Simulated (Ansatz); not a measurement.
`CB[SiH](F)F` → `B[SiH](F)F` + `[CH2]` (triplet)  (formal loss of a carbene)

Computed with Ansatz on PBE0-D4/def2-TZVP structures; ΔE is electronic, products minus reactants. CCSD(T)/CBS is the MP2 limit (def2-TZVPP, def2-QZVPP) plus CCSD(T) − MP2 in def2-TZVPP, frozen cores. This one scheme is used for every species. DFT in def2-TZVPP. B3LYP here is the variant with VWN-RPA as its local correlation; programs differ in this. Triplets are unrestricted, without spin–orbit coupling. One conformer a species, not always the lowest.

Question: Is it downhill or uphill in electronic energy at CCSD(T)/CBS, and by how much? (Best estimate.)

Answer: Computed: Uphill: ΔE = +5.07 eV.

Question: What do these levels give: PBE-D4, r2SCAN-D4, PBE0-D4, B3LYP-D4, ωB97X-V, ωB97M-V, B2PLYP, HF/def2-TZVPP, MP2/def2-TZVPP, CCSD/def2-TZVPP, HF/CBS(def2), MP2/CBS(def2)? (An estimate is asked.)

Answer: Ansatz gave: PBE-D4 5.23, r2SCAN-D4 4.92, PBE0-D4 5.11, B3LYP-D4 5.04, ωB97X-V 5.19, ωB97M-V 5.14, B2PLYP 4.99, HF/def2-TZVPP 3.47, MP2/def2-TZVPP 5.08, CCSD/def2-TZVPP 4.82, HF/CBS(def2) 3.47, MP2/CBS(def2) 5.21 eV.

Largest T1 diagnostic among the species: 0.012.

The D4 term adds +0.09 eV with B3LYP and +0.05 eV with PBE0; it sums over pairs of atoms, weighted by their polarisabilities, and B3LYP, whose exchange is more repulsive, gets the larger term. From PBE to PBE0 (25 % exact exchange), in def2-TZVPP and without D4, ΔE moves by −0.11 eV. In def2-TZVPP, CCSD(T) changes the Hartree–Fock value by +1.47 eV (the triples alone add +0.12 eV) and MP2 by +1.61 eV.
